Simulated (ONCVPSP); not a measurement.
**Ni (Z = 28): excitation energies, all-electron against ONCV**

| Property | Result |
| --- | --- |
| Element | nickel (Ni) |
| Generator | ONCVPSP 4.0.1 |
| Type | optimised norm-conserving Vanderbilt (ONCV) |
| Functional | PBE |
| Relativity | scalar-relativistic |
| Frozen core | [Ne] |
| Valence charge | 18 |
| Reference configuration | 3s2 3p6 3d8 4s2 |
| Partial waves | 3s+4s: rc 1.50 bohr, ncon 4, nbas 9, qcut 6.9 1/bohr, 2 projectors; 3p: rc 0.70 bohr, ncon 4, nbas 8, qcut 13.9 1/bohr, 2 projectors, debl 3.5 Ha; 3d: rc 1.15 bohr, ncon 3, nbas 7, qcut 10.9 1/bohr, 2 projectors, debl 2.6 Ha |
| Local potential | polynomial inside 0.55 bohr (lpopt 3, dvloc0 3 Ha) |
| Core correction | Teter function, fcfact 3.75, rcfact 1.3 |

Energies are relative to the spin-unpolarised reference configuration 3s2 3p6 3d8 4s2; without spin polarisation the order of configurations can differ from experiment.

```json
{"valence configuration": "3s2 3p6 3d8 4s1", "charge": "+1", "ΔE all-electron (eV)": "9.323", "error AE − PS (meV)": "-0.2"}
{"valence configuration": "3s2 3p6 3d7 4s0", "charge": "+3", "ΔE all-electron (eV)": "64.140", "error AE − PS (meV)": "-8.1"}
{"valence configuration": "3s2 3p6 3d9 4s0", "charge": "+1", "ΔE all-electron (eV)": "6.319", "error AE − PS (meV)": "+23"}
```

**Question.** What are ΔE and the potential's error for 3s2 3p6 3d8 4s0?

**Answer.** ΔE = 26.674 eV all-electron; the error (AE − PS) is +0.4 meV.

Levels in the configuration 3s2 3p6 3d8 4s1:

```json
{"level": "3s", "all-electron (eV)": "-120.168", "pseudo (eV)": "-120.179"}
{"level": "3p", "all-electron (eV)": "-80.511", "pseudo (eV)": "-80.514"}
{"level": "3d", "all-electron (eV)": "-17.925", "pseudo (eV)": "-17.937"}
{"level": "4s", "all-electron (eV)": "-13.184", "pseudo (eV)": "-13.183"}
```
